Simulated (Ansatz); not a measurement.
```yaml
crystal:
  periodic: [false, false, false]
  atoms:
    - {symbol: N, position_ang: [1.092782, 1.255255, 0.054540]}
    - {symbol: C, position_ang: [0.296628, 0.199667, 0.324381]}
    - {symbol: Si, position_ang: [-1.419207, 0.609801, 0.552380]}
    - {symbol: Sn, position_ang: [0.779158, -1.427602, -0.719805]}
    - {symbol: H, position_ang: [1.310284, 2.081717, 0.436625]}
    - {symbol: H, position_ang: [0.840218, 1.589337, -0.831857]}
    - {symbol: H, position_ang: [0.733215, -0.254932, 1.230023]}
    - {symbol: H, position_ang: [-2.281026, -0.619505, 1.220736]}
    - {symbol: H, position_ang: [-1.736274, 1.867462, 1.391871]}
    - {symbol: H, position_ang: [-2.143239, 0.814135, -0.648163]}
    - {symbol: H, position_ang: [0.740702, -1.013277, -2.537793]}
    - {symbol: H, position_ang: [-0.459494, -2.689425, -0.395079]}
    - {symbol: H, position_ang: [2.247298, -2.142042, -0.508409]}
basis:
  gaussian: {orbitals: def2-SVP}
hamiltonian: {xc: {name: B3LYP}}
relax: {f_tol: 0.0001, max_steps: 3}
```

```sh
$ ansatz run in.yaml --threads 4 --pin off --events-out ev --progress --plain --max-ram 10444MiB
```

It prints (some lines left out):

```
Functional definition: B3LYP
1363 factors; integrals over basis functions are off by at most 4.2e-4 eV
mean field evaluation 1: about -16369.5708 eV, gradient 6.0e1 eV
mean field evaluation 2: about -16354.8238 eV, gradient 9.6e1 eV
mean field evaluation 4: about -16377.4080 eV, gradient 2.7e0 eV
mean field evaluation 8: about -16377.4471 eV, gradient 5.2e-2 eV
mean field -16377.44710769 eV, -601.8600801753 hartree, gradient 3.6e-5 eV, S^2 0.000000; 0 other end points of the search recorded, 0 dependent functions left out
reference -16377.44741832 eV, -601.8600915906 hartree; 29, 29 occupied and 88, 88 virtual orbitals, 1363 factors
relax step   1: F+E_penalty+E_count = -16377.44710769 eV  Δ(F+E_penalty+E_count) = +0.000e0 eV  max|allowed force component| = 4.681e0 eV/Å  Δτ_max = 0.0000 Å  (25 SCF iters, accepted)
1363 factors; integrals over basis functions are off by at most 4.9e-4 eV
mean field -16379.04434283 eV, -601.9187774841 hartree, gradient 7.2e-5 eV, S^2 0.000000; 0 other end points of the search recorded, 0 dependent functions left out
reference -16379.04465602 eV, -601.9187889937 hartree; 29, 29 occupied and 88, 88 virtual orbitals, 1363 factors
relax step   2: F+E_penalty+E_count = -16379.04434283 eV  Δ(F+E_penalty+E_count) = -1.597e0 eV  max|allowed force component| = 2.691e0 eV/Å  Δτ_max = 0.1956 Å  (29 SCF iters, accepted)
1363 factors; integrals over basis functions are off by at most 5.3e-4 eV
mean field -16379.46754025 eV, -601.9343297024 hartree, gradient 7.6e-6 eV, S^2 0.000000; 0 other end points of the search recorded, 0 dependent functions left out
reference -16379.46785559 eV, -601.9343412910 hartree; 29, 29 occupied and 88, 88 virtual orbitals, 1363 factors
relax step   3: F+E_penalty+E_count = -16379.46754025 eV  Δ(F+E_penalty+E_count) = -4.232e-1 eV  max|allowed force component| = 1.179e0 eV/Å  Δτ_max = 0.1385 Å  (28 SCF iters, accepted)
Error: geometry relaxation did not converge after 3 steps: max|allowed force component| = 1.18e0 eV/Å (threshold 1.0e-4). Raise `relax.max_steps` over both its present limit and 3, loosen `relax.f_tol`, or start from a geometry closer to equilibrium. Where this run's directory can be resumed (`checkpoint.write`), a resume goes on for up to `relax.max_steps` more
```

Problem. Something in this input is off. What?

Solution. The relaxation is allowed too few steps for its threshold. No converged result was reached.

B3LYP here is the variant with VWN-RPA as its local correlation; programs differ in this.
